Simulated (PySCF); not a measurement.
Identify the unknown among the candidates.

All candidates are C7H15N.

- Dipole: 0.92 D [PBE0/pcSseg-1]
- 1H NMR: chemical shifts (computed TMS as zero) by class: 2.61 (3 H), 2.17 (1 H), 1.82 (2 H), 1.78 (2 H), 1.70 (1 H), 1.26 (2 H), 1.13 (1 H), 1.05 (2 H), 0.14 (1 H) ppm [GIAO PBE0/pcSseg-1]
- 13C NMR: chemical shifts (computed TMS as zero) by class: 63.7 (1 C), 36.9 (1 C), 36.9 (2 C), 30.3 (1 C), 28.9 (2 C) ppm [GIAO PBE0/pcSseg-1]
- NMR, other nuclei: isotropic shieldings of nuclei other than C and H, by class: 206 (1 N) ppm [GIAO PBE0/pcSseg-1]
- Rotational structure: rotational constants A, B, C: 3.964, 1.347, 1.089 GHz [GFN2-xTB]

Electronic properties: PySCF, gas phase, density fitting. Levels stand in brackets. Geometry: GFN2-xTB, one conformer, isolated molecule. NMR values are class means; diastereotopic atoms form classes of their own.

Problem. Which candidate is it?
A. `CCN(CC)C1CC1`
B. `CNC1CCCCC1`
C. `C=NCC(C)(C)CC`

Solution. B. It is `CNC1CCCCC1`. Numbering: `[CH3:1][NH:2][CH:3]1[CH2:4][CH2:5][CH2:6][CH2:7][CH2:8]1`. Its formula, C7H15N, gives 1 degree of unsaturation: 1 ring and 0 π bonds in the structure found. 7 carbons fall into 5 classes; from least to most shielded: ring sp3 carbon bound to nitrogen [C3] (63.7 ppm), N-methyl carbon [C1] (36.9 ppm), ring CH2 carbon [C4/C8] (36.9 ppm, 2 C, up to 3.5 ppm apart in this geometry), ring CH2 carbon [C6] (30.3 ppm), ring CH2 carbon [C5/C7] (28.9 ppm, 2 C). Hydrogen classes from least to most shielded: 3 H on an N-methyl carbon, C1 (2.61 ppm), 1 H on an sp3 carbon bound to nitrogen, C3 (2.17 ppm), 2 H on 2 ring CH2 carbons, C4/C8 (1.82 ppm, a mean of values up to 0.6 ppm apart in this geometry), 2 H on 2 ring CH2 carbons, C5/C7 (1.78 ppm), 1 H on a ring CH2 carbon, C6 (1.70 ppm), 2 H on 2 ring CH2 carbons, C5/C7 (1.26 ppm), 1 H on a ring CH2 carbon, C6 (1.13 ppm), 2 H on 2 ring CH2 carbons, C4/C8 (1.05 ppm), 1 H on a secondary amine nitrogen, N2 (0.14 ppm). The other shieldings belong to: 206 ppm, secondary amine nitrogen [N2]. The optimised geometry has point group C1 and is an asymmetric top.

The others, at the same levels:
- `CCN(CC)C1CC1` fails: it has 4 carbon classes against 5; its computed 13C shifts are 54.2 (2 C), 34.7 (1 C), 13.0 (2 C), 9.5 (2 C) ppm, 1H shifts are 2.83 (4 H), 1.69 (1 H), 1.10 (6 H), 0.47 (2 H), 0.42 (2 H) ppm and rotational constant A is 2.204 GHz (against 3.964 GHz).
- `C=NCC(C)(C)CC` fails: it has 6 carbon classes against 5; its computed 13C shifts are 155.5 (1 C), 81.4 (1 C), 37.0 (1 C), 35.1 (1 C), 25.7 (2 C), 10.1 (1 C) ppm, 1H shifts are 7.74 (1 H), 7.32 (1 H), 3.36 (2 H), 1.09 (6 H), 0.91 (3 H), 0.91 (2 H) ppm and rotational constant A is 2.823 GHz (against 3.964 GHz).

Each candidate is one conformer, not necessarily the lowest. The conformers computed, where there is a choice (atom-mapped SMILES and torsion angles):
- `[CH3:1][CH2:2][N:3]([CH2:4][CH3:5])[CH:6]1[CH2:7][CH2:8]1`: C1–C2–N3–C4 158°, C2–N3–C4–C5 64°, C2–N3–C6–C7 162°
- `[CH2:1]=[N:2][CH2:3][C:4]([CH3:5])([CH3:6])[CH2:7][CH3:8]`: C1–N2–C3–C4 -127°, N2–C3–C4–C5 -177°, C3–C4–C7–C8 178°

The conformers of `CNC1CCCCC1` aren't listed.
